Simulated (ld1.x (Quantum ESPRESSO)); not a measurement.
**Configuration tests for Cl (Z = 17) (ultrasoft)**

```json
{
  "Element": "Cl",
  "Generator": "ld1.x (Quantum ESPRESSO) 7.5",
  "Type": "ultrasoft",
  "Functional": "PW91",
  "Relativity": "scalar-relativistic",
  "Frozen core": "[Ne]",
  "Valence charge": "7",
  "Reference configuration": "3s2 3p3 (charge +2)",
  "Partial waves": "3s (bound): rcut 1.25, rcutus 1.55 bohr; 3s channel at -2.55 Ry: rcut 1.25, rcutus 1.55 bohr; 3p (bound): rcut 1.00, rcutus 1.30 bohr; 3p channel at -1.75 Ry: rcut 1.00, rcutus 1.30 bohr",
  "Local potential": "all-electron potential smoothed inside 1.20 bohr (lloc = -1)",
  "Core correction": "Bessel-smoothed model core inside 0.60 bohr",
  "Augmentation charge": "built from norm-conserving waves at rcut, not smoothed further"
}
```

Energies are relative to the spin-unpolarised reference configuration 3s2 3p3; without spin polarisation the order of configurations can differ from experiment. The frozen-core shift is the all-electron ΔE with the core orbitals held at their reference shape minus the fully relaxed ΔE.

```tsv
valence configuration	charge	ΔE all-electron (eV)	error AE − PS (meV)	frozen-core shift (meV)
3s2 3p5	0	-39.444	+11	+5.7
3s2 3p2	+3	38.386	+4.2	+9.1
3s2 3p4.5	+0.5	-33.835	+8.5	+4.1
3s2 3p5.3	-0.3	-41.598	+12	+6.3
3s1 3p6	0	-27.295	+9.5	+4.3
```

(1) What are ΔE and the potential's error for 3s2 3p4?

(2) What are ΔE and the potential's error for 3s2 3p1?

Answers

(1) ΔE = -25.513 eV all-electron; the error (AE − PS) is +5.3 meV.

(2) ΔE = 90.726 eV all-electron; the error (AE − PS) is +33 meV.
